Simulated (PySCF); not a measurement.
**Polarisability and C₆ of Bi (bismuth, neutral)**

[Xe] 4f14 5d10 6s2 6p3, high-spin 4S determinant. Computed with PySCF 2.14 in aug-cc-pVQZ-PP with one added diffuse shell each of s, p, d, f, g type with ECP60MDF (8s8p6d4f3g, 117 functions), with a scalar-relativistic core potential. Coupled (time-dependent) response in atomic units; α is the mean over directions.

| method | mean α (bohr³) | C₆ (like pair) | S(−4) |
| --- | --- | --- | --- |
| MN15 | 50.58 | 595.2 | 769.8 |

S(−4) is the Cauchy moment in α(ω) = α(0) + S(−4) ω² + …

Reference α: 48 ± 4 bohr³ (recommended; Schwerdtfeger and Nagle, table of static dipole polarizabilities (2023 update)). Published C₆: 513.0 (Gould and Bucko (2016)).

α(iu) at MN15:

| u (hartree) | α(iu) (bohr³) |
| --- | --- |
| 0 | 50.58 |
| 0.0500 | 48.75 |
| 0.100 | 44.23 |
| 0.200 | 33.49 |
| 0.300 | 25.01 |
| 0.500 | 15.10 |
| 0.750 | 9.371 |
| 1.00 | 6.548 |
| 1.50 | 3.894 |
| 2.00 | 2.650 |
| 3.00 | 1.476 |
| 5.00 | 0.6433 |

A single London oscillator, α(iu) = α/(1 + u²/ω²), gives C₆ = (3/4) ω α². Matching the computed C₆ needs ω = 4 × 595.2 / (3 × 50.58²) = 0.310 hartree.

Energies and moments cover only the electrons outside the core potential. Spin-orbit coupling, which splits the p, d and f shells strongly at this Z, is absent. Spin-orbit coupling is strong in this species (close to jj coupling), so the high-spin LS determinant is a model state, not a physical level.
